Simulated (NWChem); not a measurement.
System: CH6OSi2; SMILES C1[SiH2]O[SiH2]1

```xyz
10

C      0.0000     0.0000     1.3280
Si     1.2601     0.0000    -0.0924
O      0.0000     0.0000    -1.2333
Si    -1.2601     0.0000    -0.0924
H      0.0000    -0.8962     1.9666
H      0.0000     0.8962     1.9666
H      2.1148     1.2177    -0.2019
H      2.1148    -1.2177    -0.2019
H     -2.1148    -1.2177    -0.2019
H     -2.1148     1.2177    -0.2019
```
Atoms are numbered in this order, from 1.

Structure relaxed at the PBE0/def2-SVP level.

Give the principal values of the shielding tensors (ppm) of C1, Si2, O3 from KT2/pcSseg-1, GIAO (NWChem), with their diamagnetic and paramagnetic parts as GIAO splits them.


| atom | σ11 | σ22 | σ33 | isotropic | diamagnetic | paramagnetic |
|---|---|---|---|---|---|---|
| C1 | 133.2 | 194.8 | 197.6 | 175.2 | 254.3 | -79.1 |
| Si2 | 278.9 | 319.3 | 432.1 | 343.4 | 882.8 | -539.4 |
| O3 | 143.3 | 251.9 | 337.1 | 244.1 | 394.5 | -150.4 |
